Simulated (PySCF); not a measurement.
A geometry optimisation, step by step.

CH8SSeSi2.
Bonds: Si1–C2, C2–S3, S3–Si4, Si4–Se5. Hydrogens: H6, H7, H8 on Si1; H9, H10 on C2; H11, H12 on Si4; H13 on Se5.

Computed by this run: PBE0-D3(BJ)/def2-SVP geometry optimisation, gas phase in PySCF 2.14.0; density fitting, grid level 1; the optimiser is geomeTRIC in internal coordinates, started from a GFN2-xTB structure with every atom displaced at random (about 0.01 Å). 12 of its 15 geometries are shown. The frame can shift and turn from step to step; on so coarse a grid that alone can change the energy by a few meV, and forces under 0.02 eV/Å are noise.

Step 0: E = -93072.2315 eV, largest atomic force 1.907 eV/Å
```
atom  x, y, z in Å  |  force x, y, z in eV/Å
Si1     2.257    0.154    0.187   -1.500   0.760  -0.899
C2      0.846   -0.126   -1.096   -0.011   0.413   1.298
S3     -0.661    0.868   -0.741    0.309   0.457  -0.166
Si4    -1.666   -0.456    0.552   -0.900   0.574  -0.250
Se5    -3.678    0.531    1.061   -0.152  -0.482   0.581
H6      3.377   -0.617   -0.251    1.165  -0.693  -0.264
H7      2.547    1.604    0.198    0.177   0.192   0.044
H8      1.773   -0.266    1.485   -0.172  -0.291   0.828
H9      1.161    0.205   -2.068    0.339   0.125  -0.935
H10     0.547   -1.166   -1.149    0.041  -0.641  -0.223
H11    -1.958   -1.709   -0.151    0.084  -0.557  -0.141
H12    -0.967   -0.694    1.804    0.396  -0.257   0.608
H13    -3.573    1.654    0.160    0.224   0.399  -0.480
```

Step 1: E = -93072.4220 eV, largest atomic force 0.320 eV/Å
```
atom  x, y, z in Å  |  force x, y, z in eV/Å
Si1     1.787    0.316    0.067    0.076  -0.096  -0.008
C2      0.369    0.080   -1.169    0.073  -0.003  -0.161
S3     -1.085    1.114   -0.731   -0.015   0.031   0.029
Si4    -2.146   -0.231    0.554    0.121  -0.113   0.144
Se5    -4.111    0.786    1.118    0.039   0.257  -0.188
H6      2.983   -0.493   -0.352   -0.121   0.027   0.029
H7      2.184    1.752    0.107   -0.034   0.032   0.002
H8      1.345   -0.126    1.425    0.016   0.021  -0.044
H9      0.682    0.415   -2.177   -0.051  -0.048   0.155
H10     0.076   -0.979   -1.273    0.019   0.057   0.014
H11    -2.344   -1.542   -0.136   -0.051   0.022  -0.100
H12    -1.403   -0.545    1.814   -0.019   0.052  -0.011
H13    -3.917    1.856    0.107   -0.053  -0.237   0.138
```

Step 3: E = -93072.4492 eV, largest atomic force 0.279 eV/Å
```
atom  x, y, z in Å  |  force x, y, z in eV/Å
Si1     1.802    0.266    0.060   -0.041   0.084  -0.013
C2      0.361    0.121   -1.154   -0.066  -0.014   0.081
S3     -1.056    1.171   -0.638    0.040   0.000   0.020
Si4    -2.116   -0.193    0.626   -0.089   0.032  -0.084
Se5    -4.114    0.829    1.058    0.040  -0.077   0.265
H6      2.942   -0.572   -0.413    0.087  -0.042  -0.013
H7      2.224    1.695    0.145    0.017  -0.027   0.007
H8      1.372   -0.211    1.405   -0.019  -0.015   0.045
H9      0.659    0.486   -2.145    0.043   0.050  -0.121
H10     0.038   -0.922   -1.292   -0.019  -0.048  -0.008
H11    -2.296   -1.491   -0.100    0.066   0.014   0.022
H12    -1.425   -0.462    1.920   -0.050  -0.038   0.031
H13    -3.971    1.688   -0.116   -0.009   0.081  -0.232
```

Step 4: E = -93072.4612 eV, largest atomic force 0.776 eV/Å
```
atom  x, y, z in Å  |  force x, y, z in eV/Å
Si1     1.821    0.133    0.043   -0.195   0.249   0.011
C2      0.354    0.212   -1.137   -0.160  -0.040   0.383
S3     -0.963    1.308   -0.471    0.120  -0.090  -0.050
Si4    -2.069   -0.053    0.762   -0.214   0.329  -0.391
Se5    -4.098    0.989    0.900    0.036  -0.180   0.754
H6      2.851   -0.766   -0.524    0.302  -0.118  -0.074
H7      2.338    1.520    0.244    0.087  -0.085  -0.011
H8      1.374   -0.414    1.352   -0.055  -0.057   0.110
H9      0.649    0.643   -2.092    0.123   0.176  -0.363
H10    -0.055   -0.785   -1.351   -0.059  -0.121  -0.044
H11    -2.159   -1.353    0.022    0.106  -0.019   0.173
H12    -1.537   -0.211    2.139   -0.047  -0.126   0.091
H13    -4.087    1.181   -0.534   -0.043   0.083  -0.590
```

Step 5: E = -93072.4869 eV, largest atomic force 0.391 eV/Å
```
atom  x, y, z in Å  |  force x, y, z in eV/Å
Si1     1.817    0.169    0.050   -0.106   0.125   0.005
C2      0.361    0.183   -1.152   -0.105  -0.026   0.189
S3     -0.991    1.269   -0.542    0.069  -0.036  -0.013
Si4    -2.080   -0.084    0.714   -0.158   0.176  -0.215
Se5    -4.111    0.926    0.988    0.112  -0.083   0.366
H6      2.893   -0.713   -0.476    0.150  -0.052  -0.033
H7      2.313    1.567    0.221    0.048  -0.047  -0.005
H8      1.363   -0.356    1.369   -0.030  -0.030   0.056
H9      0.663    0.594   -2.121    0.061   0.088  -0.180
H10    -0.023   -0.830   -1.346   -0.030  -0.068  -0.024
H11    -2.193   -1.391   -0.008    0.090  -0.014   0.083
H12    -1.485   -0.278    2.064   -0.060  -0.078   0.056
H13    -4.107    1.348   -0.408   -0.040   0.045  -0.284
```

Step 6: E = -93072.5071 eV, largest atomic force 0.178 eV/Å
```
atom  x, y, z in Å  |  force x, y, z in eV/Å
Si1     1.811    0.134    0.052   -0.053   0.049   0.011
C2      0.369    0.194   -1.168   -0.055  -0.019   0.093
S3     -0.965    1.302   -0.561    0.033  -0.022  -0.003
Si4    -2.063   -0.025    0.717   -0.082   0.108  -0.116
Se5    -4.102    0.956    1.004    0.098  -0.010   0.140
H6      2.885   -0.767   -0.464    0.065  -0.016  -0.015
H7      2.344    1.513    0.250    0.029  -0.025  -0.007
H8      1.322   -0.398    1.358   -0.014  -0.015   0.019
H9      0.691    0.613   -2.132    0.028   0.039  -0.070
H10    -0.034   -0.809   -1.378   -0.014  -0.029  -0.017
H11    -2.149   -1.351    0.029    0.054  -0.012   0.044
H12    -1.487   -0.193    2.080   -0.040  -0.045   0.033
H13    -4.201    1.233   -0.433   -0.048  -0.002  -0.110
```

Step 8: E = -93072.5206 eV, largest atomic force 0.022 eV/Å
```
atom  x, y, z in Å  |  force x, y, z in eV/Å
Si1     1.796    0.049    0.059    0.005  -0.019   0.005
C2      0.387    0.214   -1.191   -0.001  -0.001  -0.001
S3     -0.906    1.372   -0.591   -0.004  -0.003  -0.004
Si4    -2.030    0.105    0.724    0.008   0.007   0.001
Se5    -4.089    1.036    0.973    0.000  -0.005  -0.022
H6      2.848   -0.886   -0.452   -0.009   0.005   0.000
H7      2.401    1.388    0.314    0.001   0.000  -0.002
H8      1.243   -0.496    1.335    0.003   0.000  -0.005
H9      0.753    0.646   -2.136    0.004  -0.009   0.014
H10    -0.059   -0.763   -1.439    0.000   0.006  -0.002
H11    -2.056   -1.261    0.116   -0.005  -0.002   0.000
H12    -1.505    0.012    2.117   -0.005   0.011  -0.001
H13    -4.364    0.987   -0.473    0.005   0.008   0.017
```

Step 9: E = -93072.5210 eV, largest atomic force under 0.02 eV/Å
```
atom  x, y, z in Å  |  force x, y, z in eV/Å
Si1     1.793    0.037    0.062    0.004  -0.008  -0.001
C2      0.389    0.213   -1.192   -0.005   0.000   0.004
S3     -0.902    1.376   -0.596   -0.002  -0.002  -0.009
Si4    -2.028    0.117    0.725    0.005   0.000   0.003
Se5    -4.090    1.044    0.963   -0.002   0.001  -0.001
H6      2.842   -0.899   -0.453   -0.003  -0.002   0.000
H7      2.403    1.373    0.323   -0.001  -0.001   0.001
H8      1.235   -0.513    1.334    0.001  -0.001   0.001
H9      0.761    0.646   -2.133    0.006  -0.003   0.004
H10    -0.061   -0.761   -1.445   -0.002   0.001  -0.002
H11    -2.051   -1.255    0.129   -0.001   0.002  -0.002
H12    -1.507    0.037    2.120   -0.007   0.008   0.001
H13    -4.364    0.989   -0.482    0.006   0.005  -0.001
```

Step 10: E = -93072.5222 eV, largest atomic force 0.063 eV/Å
```
atom  x, y, z in Å  |  force x, y, z in eV/Å
Si1     1.766   -0.044    0.081   -0.002   0.035  -0.021
C2      0.396    0.210   -1.195   -0.018  -0.001   0.013
S3     -0.875    1.406   -0.623    0.013   0.007  -0.018
Si4    -2.011    0.199    0.735   -0.016  -0.020   0.015
Se5    -4.096    1.091    0.889   -0.010   0.014   0.061
H6      2.793   -0.992   -0.452    0.021  -0.028   0.005
H7      2.411    1.265    0.389   -0.004  -0.008   0.012
H8      1.173   -0.616    1.326   -0.009  -0.004   0.019
H9      0.812    0.648   -2.114    0.012   0.019  -0.032
H10    -0.079   -0.741   -1.484   -0.008  -0.016   0.002
H11    -2.003   -1.203    0.214    0.016   0.013  -0.003
H12    -1.520    0.208    2.143   -0.007  -0.005   0.007
H13    -4.347    0.971   -0.554    0.011  -0.006  -0.059
```

Step 11: E = -93072.5225 eV, largest atomic force 0.068 eV/Å
```
atom  x, y, z in Å  |  force x, y, z in eV/Å
Si1     1.745   -0.091    0.093   -0.002   0.041  -0.022
C2      0.398    0.212   -1.197   -0.015  -0.004   0.005
S3     -0.858    1.427   -0.637    0.019   0.008  -0.013
Si4    -1.997    0.248    0.743   -0.026  -0.021   0.014
Se5    -4.100    1.107    0.837   -0.011   0.015   0.066
H6      2.758   -1.050   -0.443    0.022  -0.029   0.008
H7      2.410    1.200    0.433   -0.003  -0.008   0.013
H8      1.122   -0.672    1.320   -0.012  -0.002   0.020
H9      0.841    0.652   -2.103    0.009   0.023  -0.033
H10    -0.092   -0.724   -1.507   -0.006  -0.017   0.002
H11    -1.961   -1.169    0.265    0.020   0.010  -0.001
H12    -1.530    0.311    2.157   -0.005  -0.009   0.006
H13    -4.318    0.952   -0.607    0.011  -0.008  -0.062
```

Step 13: E = -93072.5233 eV, largest atomic force 0.024 eV/Å
```
atom  x, y, z in Å  |  force x, y, z in eV/Å
Si1     1.722   -0.108    0.106    0.000  -0.001   0.004
C2      0.398    0.217   -1.202    0.011  -0.010  -0.018
S3     -0.850    1.439   -0.640    0.003   0.001   0.013
Si4    -1.988    0.262    0.748   -0.005   0.003  -0.003
Se5    -4.103    1.093    0.796    0.005  -0.005  -0.016
H6      2.732   -1.088   -0.405   -0.004   0.003   0.006
H7      2.400    1.171    0.465    0.003   0.001  -0.002
H8      1.066   -0.677    1.323   -0.003   0.003  -0.003
H9      0.853    0.658   -2.103   -0.010   0.005   0.008
H10    -0.100   -0.714   -1.519    0.005   0.004   0.000
H11    -1.915   -1.156    0.281    0.004  -0.005   0.003
H12    -1.540    0.344    2.168   -0.002  -0.002  -0.002
H13    -4.256    0.961   -0.662   -0.006   0.004   0.008
```

Step 14: E = -93072.5233 eV, largest atomic force 0.022 eV/Å
```
atom  x, y, z in Å  |  force x, y, z in eV/Å
Si1     1.725   -0.101    0.108   -0.002  -0.007   0.010
C2      0.400    0.220   -1.200    0.008  -0.006  -0.011
S3     -0.850    1.438   -0.631   -0.002  -0.003   0.015
Si4    -1.992    0.252    0.746    0.003   0.005  -0.012
Se5    -4.107    1.084    0.788    0.006  -0.009  -0.019
H6      2.736   -1.084   -0.396   -0.006   0.006   0.002
H7      2.403    1.179    0.464    0.003   0.002  -0.004
H8      1.066   -0.665    1.326   -0.001   0.002  -0.004
H9      0.850    0.664   -2.103   -0.007   0.002   0.010
H10    -0.096   -0.713   -1.516    0.005   0.005  -0.001
H11    -1.914   -1.164    0.272   -0.001  -0.004   0.002
H12    -1.551    0.325    2.169   -0.002   0.002  -0.002
H13    -4.251    0.967   -0.672   -0.005   0.004   0.014
```

Q: Summarise the path.

A: The energy falls by 28.15 kJ/mol from step 0 to step 14; nine tenths of that is first reached at step 6. It falls at every step. The largest force goes from 1.907 to 0.022 eV/Å. Among the bonds Si1–H6 changes most, from 1.429 to 1.497 Å; the atoms move by 0.624 Å rms after alignment.

Q: Follow the three bonds and two angles with the largest change from start to end.

A: 
```
step  E above end (kJ/mol)  largest force (eV/Å)  Si1–H6 (Å)  Si1–H8 (Å)  S3–Si4 (Å)  Se5–Si4–H11 (°)  Si4–Se5–H13 (°)
   0                 28.15                 1.907       1.429       1.448       2.106            107.4             97.6
   1                  9.77                 0.320       1.504       1.495       2.141            113.0             92.3
   2                  8.61                 0.097       1.498       1.492       2.140            112.4             92.0
   3                  7.15                 0.279       1.492       1.490       2.141            112.0             91.5
   4                  6.00                 0.776       1.480       1.487       2.144            111.9             89.7
   5                  3.51                 0.391       1.488       1.490       2.144            112.1             90.6
   6                  1.56                 0.178       1.493       1.493       2.144            112.8             91.1
   7                  0.44                 0.098       1.499       1.495       2.145            114.0             92.5
   8                  0.26                 0.022       1.497       1.495       2.144            113.8             92.8
   9                  0.22            under 0.02       1.497       1.494       2.144            113.7             92.9
  10                  0.10                 0.063       1.495       1.493       2.143            113.3             93.4
  11                  0.07                 0.068       1.495       1.494       2.143            113.2             93.3
  12                  0.07                 0.037       1.496       1.494       2.145            113.2             92.8
  13                  0.00                 0.024       1.497       1.495       2.146            113.5             92.5
  14                  0.00                 0.022       1.497       1.495       2.147            113.6             92.5
```

The cost below is that of the whole optimisation. The run took 2.8 min of wall time on an Arm Neoverse V1 with one thread (shared host), and the process peaked at 0.58 GiB of memory.
